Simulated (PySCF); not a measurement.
A calculated (M06-2X, PySCF 2.14, cc-pVDZ-DK, the spin-free X2C one-electron Hamiltonian (Gaussian nucleus)) atom or ion has these occupied shells.

```json
{"shell": "1s", "electrons": "2", "orbital energy (eV)": "-326.81", "rms radius, mean of both spins (bohr)": "0.312"}
{"shell": "2s", "electrons": "2", "orbital energy (eV)": "-43.728", "rms radius, mean of both spins (bohr)": "1.49"}
```

Name the element and its charge.

C²⁺ (carbon, charge +2), in [He] 2s2, closed-shell 1S.
